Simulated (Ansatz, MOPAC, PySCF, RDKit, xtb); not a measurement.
Torsion H5–N1–C2–C3 in ethylenediamine (SMILES NCCN); at each angle all else is relaxed with GFN2-xTB, and the levels are single points there.
Geometry at 60° (charge 0, multiplicity 1):
```
atom    x (Å)    y (Å)    z (Å)
----  -------  -------  -------
N      1.8006   0.3676  -0.3040
C      0.6019   0.1670   0.4867
C      0.4430   1.1330   1.6710
N     -0.8421   0.9209   2.3136
H      2.6271   0.2495   0.2735
H      1.8186   1.3103  -0.6791
H      0.6152  -0.8621   0.8574
H     -0.2631   0.2781  -0.1709
H      0.4604   2.1639   1.3009
H      1.3036   1.0068   2.3550
H     -0.9566   1.5521   3.0991
H     -0.9039  -0.0284   2.6669
```

On the grid 0° to 330°, 120° is the highest and 60° the lowest point at MP2/CBS(cc-pVTZ, cc-pVQZ) + ΔCCSD(T)/cc-pVDZ.

Frozen-core correlation. The state that PM6 reach isn't checked.

Run with Ansatz (a program for electronic structure); MOPAC for PM6 (differences of heats of formation); PySCF for the dispersion terms; RDKit for the force fields; xtb for the GFN methods. Values without a source in brackets are computed.

| level | energy at 120° less that at 60° (kcal/mol) |
|---|---|
| MMFF94 | 2.37 |
| PM6 | 2.48 |
| GFN1-xTB | 2.40 |
| SVWN5/def2-TZVPP | 2.47 |
| BLYP-D4/def2-TZVPP | 2.43 |
| r2SCAN/def2-TZVPP | 2.60 |
| wB97M-V/def2-TZVPP | 2.36 |
| MP2/cc-pVDZ | (withheld) |
| SCS-MP2/cc-pVDZ | (withheld) |

What belongs in the gaps?


- MP2/cc-pVDZ, energy at 120° less that at 60° (kcal/mol): 3.55
- SCS-MP2/cc-pVDZ, energy at 120° less that at 60° (kcal/mol): 3.47
